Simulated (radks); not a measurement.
Problem. Neutral manganese is in [Ar] 3d5 4s2. Method: non-relativistic Kohn-Sham, PBE, spin-polarised, spherical densities, point nucleus; computed with a radial shooting solver on a logarithmic mesh with Libxc functionals. Open shells are filled with parallel spins first. One electron is removed from 3p, 4s, 3s, 3d in turn, with full relaxation. Which removal costs least, and what does each cost?

Solution. 4s 7.161 eV; 3d 14.941 eV; 3p 57.460 eV; 3s 87.398 eV. The 4s electron leaves first.
